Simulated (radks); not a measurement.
Species: Ge3+. Configuration: [Ar] 3d10 4s1.

Method: Dirac Kohn-Sham, PBEsol, spin-unpolarised, spherical densities, finite nucleus; Fermi nuclear charge, rms radius 4.0742 fm; computed with a radial shooting solver on a logarithmic mesh with Libxc functionals.

Energy parts (hartree):
| part | energy |
|---|---|
| total | -2095.26021 |
| kinetic | 2139.49246 |
| electron-nucleus | -5022.30514 |
| Hartree | 864.73814 |
| exchange-correlation | -77.18568 |

Orbitals (lengths in bohr, moments of r in powers of bohr; r(max) is where P^2 peaks):
| orbital | occ. | eigenvalue (hartree) | r(max) | <r^2> |
|---|---|---|---|---|
| 1s1/2 | 2 | -403.6273 | 0.03074 | 0.002976 |
| 2s1/2 | 2 | -51.60070 | 0.1762 | 0.05204 |
| 2p1/2 | 2 | -46.05147 | 0.1392 | 0.04037 |
| 2p3/2 | 4 | -44.88136 | 0.1422 | 0.04187 |
| 3s1/2 | 2 | -7.42674 | 0.5428 | 0.4499 |
| 3p1/2 | 2 | -5.59680 | 0.5377 | 0.4816 |
| 3p3/2 | 4 | -5.43949 | 0.5462 | 0.4976 |
| 3d3/2 | 4 | -2.33225 | 0.5011 | 0.6607 |
| 3d5/2 | 6 | -2.31046 | 0.5039 | 0.6696 |
| 4s1/2 | 1 | -1.48406 | 1.618 | 3.851 |
| 4p1/2 | 0 | -1.11047 | 1.844 | 5.148 |
| 4p3/2 | 0 | -1.09618 | 1.869 | 5.271 |
| 4d3/2 | 0 | -0.61035 | 2.699 | 10.86 |
| 4d5/2 | 0 | -0.60894 | 2.708 | 10.92 |

The highest occupied level is 4s1/2 at -40.383 eV. The electron density at the nucleus is 3.165e+04 e/bohr^3. The density falls to 0.001 e/bohr^3 at r = 3.04 bohr. For comparison, the ionisation energy in NIST's Atomic Spectra Database is 45.716 eV (measured). In exact Kohn-Sham theory the highest level is minus the ionisation energy, but local and semilocal functionals leave it too shallow, through self-interaction and a potential that decays too fast; potentials with the right tail come closer. Summed over all electrons, <r^2> = 14.72 bohr^2, which gives a Langevin (diamagnetic) susceptibility term of -11.7 x 10^-6 cm^3/mol.

Beside tabulated values, note that spin-unpolarised runs miss the spin-polarisation part of the exchange energy of open shells.
